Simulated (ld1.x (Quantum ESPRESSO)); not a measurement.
## What one change does to a pseudopotential (Cd (Z = 48), TM)

```
Element                 : cadmium
Generator               : ld1.x (Quantum ESPRESSO) 7.5
Type                    : norm-conserving Troullier–Martins (Kleinman–Bylander form)
Functional              : LDA (PZ)
Relativity              : fully relativistic
Frozen core             : [Kr]
Valence charge          : 12
Reference configuration : 4d10 5s2 5p0
Partial waves           : 5p (bound, empty): rc 3.55 bohr; 4d (bound): rc 1.50 bohr; 5s (bound): rc 2.15 bohr
Local potential         : the s channel
Core correction         : none
```

Open shells are filled in proportion to 2j + 1 (rel_dist='average').

Change: all radii scaled by about 1.15 (s 2.48, p 4.10, d 1.72 bohr).

Cutoffs: the cutoffs (Ry, on a coarse ladder) from which the occupation-weighted sum of valence levels, in a spherical-Bessel basis at the reference potential, stays within 10 and 1 mRy of its value at 400 Ry; they do not see the model core or the augmentation charge, which bear on the density cutoff. Errors are all-electron minus pseudo energies relative to the spin-unpolarised reference configuration.

Problem. What does the change do?

Solution. The potential gets softer (80 Ry and 120 Ry → 70 Ry and 110 Ry); of the 7 tests that both files solve, the error grows in 3 and shrinks in 2 by more than 15 % and 0.3 meV (median size 18.7 → 34.7 meV); neither file shows a bound ghost. A larger radius leaves more room for a smooth pseudo-wave, so fewer plane waves are needed.

```tsv
quantity	base	changed
cutoff, loose	80 Ry	70 Ry
cutoff, tight	120 Ry	110 Ry
loose cutoff by channel (10 mRy a level)	d 70 Ry, s 8 Ry	d 55 Ry, s 8 Ry
bound ghosts	none	none
error for 4d10 5s1 5p0, meV [ΔE 9.63 eV]	-0.7	+0.3
error for 4d10 5s0 5p0, meV [ΔE 27.15 eV]	-3.9	-1.0
error for 4d9 5s0 5p0, meV [ΔE 65.40 eV]	-101	-122
error for 4d9 5s2 5p0, meV [ΔE 18.15 eV]	-148	-127
error for 4d8 5s0 5p0, meV [ΔE 119.68 eV]	-643	-675
error for 4d10 5s1 5p1, meV [ΔE 4.78 eV]	+3.4	+6.7
error for 4d10 5s0 5p1, meV [ΔE 15.53 eV]	+19	+35
```
